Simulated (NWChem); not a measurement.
# C$_{4}$H$_{7}$F; SMILES C/C=C(\C)F

```xyz
12

C      0.0232     2.0594     0.0000
C      0.6768     0.7183     0.0000
C      0.0714    -0.4708     0.0000
C     -1.3745    -0.8109     0.0000
F      0.8358    -1.5786     0.0000
H      0.3240     2.6472     0.8834
H     -1.0741     1.9994     0.0000
H      0.3240     2.6472    -0.8834
H      1.7717     0.6887     0.0000
H     -1.6211    -1.4178     0.8861
H     -1.6211    -1.4178    -0.8861
H     -2.0080     0.0838     0.0000
```
Atoms are numbered in this order, from 1.

Results from NWChem. Coordinates come from a PBE0/def2-SVP optimisation.

Question: Predict the results for PBE/STO-3G. Quantities: highest occupied level (eV); orbital gap (eV); dipole (D).

Answer: highest occupied level (eV): -2.66
orbital gap (eV): 5.63
dipole (D): 0.67
